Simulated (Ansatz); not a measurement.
The multiplicity is imposed and other spin states were not computed.

All values below come from r2SCAN-D4/def2-SVP (Ansatz, a program for electronic structure). No frequencies were computed at this level.

Ansatz 0.2 input:
```yaml
crystal:
  periodic: [false, false, false]
  atoms:
    - { symbol: Cd, position_ang: [0.0, 0.0, 0.0] }
    - { symbol: Cl, position_ang: [-0.432709, 1.770929, 1.412808] }
    - { symbol: Cl, position_ang: [0.432709, -1.770929, -1.412808] }
basis:
  gaussian: { orbitals: def2-svp }
hamiltonian:
  xc: r2scan
  dispersion: d4
relax:
  max_steps: 150
```

Output:

```
Functional definition: r2SCAN
698 factors; their error is unknown
mean field evaluation 1: about -29602.1039 eV, gradient 2.8e1 eV
mean field evaluation 2: about -29596.9049 eV, gradient 5.2e1 eV
mean field evaluation 4: about -29604.2328 eV, gradient 9.7e-1 eV
mean field evaluation 8: about -29604.2028 eV, gradient 8.4e-3 eV
mean field -29604.20276020 eV, -1087.9343849879 hartree, gradient 3.0e-5 eV, S^2 0.000000; 0 other end points of the search recorded, 0 dependent functions left out
reference -29604.20277111 eV, -1087.9343853889 hartree; 27, 27 occupied and 40, 40 virtual orbitals, 698 factors
relax step   1: F+E_penalty+E_count = -29604.21862126 eV  Δ(F+E_penalty+E_count) = +0.000e0 eV  max|allowed force component| = 3.167e-1 eV/Å  Δτ_max = 0.0000 Å  (25 SCF iters, accepted)
these checks for a lower state are left out or cut short: starts, cluster_reference, orbital_swaps, neighbouring_geometries, increment
698 factors; their error is unknown
mean field evaluation 16: about -29604.2153 eV, gradient 6.8e-2 eV
mean field -29604.21531829 eV, -1087.9348464894 hartree, gradient 1.1e-5 eV, S^2 0.000000; 0 other end points of the search recorded, 0 dependent functions left out
reference -29604.21532923 eV, -1087.9348468913 hartree; 27, 27 occupied and 40, 40 virtual orbitals, 698 factors
relax step   2: F+E_penalty+E_count = -29604.23132963 eV  Δ(F+E_penalty+E_count) = -1.271e-2 eV  max|allowed force component| = 1.601e-2 eV/Å  Δτ_max = 0.0316 Å  (27 SCF iters, accepted)
these checks for a lower state are left out or cut short: starts, cluster_reference, orbital_swaps, neighbouring_geometries, increment
698 factors; their error is unknown
mean field -29604.21535476 eV, -1087.9348478294 hartree, gradient 1.3e-5 eV, S^2 0.000000; 0 other end points of the search recorded, 0 dependent functions left out
reference -29604.21536569 eV, -1087.9348482313 hartree; 27, 27 occupied and 40, 40 virtual orbitals, 698 factors
relax step   3: F+E_penalty+E_count = -29604.23135922 eV  Δ(F+E_penalty+E_count) = -2.959e-5 eV  max|allowed force component| = 2.900e-4 eV/Å  Δτ_max = 0.0014 Å  (22 SCF iters, accepted)
698 factors; their error is unknown
mean field evaluation 32: about -29597.4982 eV, gradient 5.0e1 eV
mean field -29604.21535476 eV, -1087.9348478294 hartree, gradient 1.3e-5 eV, S^2 0.000000; 1 other end points of the search recorded, 0 dependent functions left out
reference -29604.21536569 eV, -1087.9348482313 hartree; 27, 27 occupied and 40, 40 virtual orbitals, 698 factors
Total energy: -29604.23137016 eV, -1087.9354363846 hartree
Atom 0 at     0.000000     0.000000     0.000000 Å, force     0.000000     0.000000     0.000000 eV/Å
Atom 1 at    -0.427048     1.747759     1.394323 Å, force     0.000071    -0.000290    -0.000231 eV/Å
Atom 2 at     0.427048    -1.747759    -1.394323 Å, force    -0.000071     0.000290     0.000231 eV/Å
Dipole moment:     0.000000    -0.000000    -0.000000 e Å
```

Cost: about 16 core-seconds (a rough figure).
